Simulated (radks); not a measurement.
Values are calculated unless marked as measured or tabulated.
All-electron atom: La2+ in [Xe] 5d1. Code: a radial shooting solver on a logarithmic mesh with Libxc functionals. Model: non-relativistic Kohn-Sham, exchange-only B88, spin-polarised, spherical densities, point nucleus; open shells are filled with parallel spins first (spin-orbit coupling, left out, can overturn this in heavy ions); relativity is left out, which matters for an element this heavy.

X-ray form factor f0, the Fourier transform of the density (f0(0) = 55):

sin(theta)/lambda (1/angstrom),f0 (electrons)
0.05,54.127
0.1,51.781
0.15,48.587
0.2,45.158
0.25,41.900
0.3,38.987
0.4,34.197
0.5,30.338
0.6,27.017
0.8,21.748
1,18.272
1.25,15.458
1.5,13.194
2,9.226
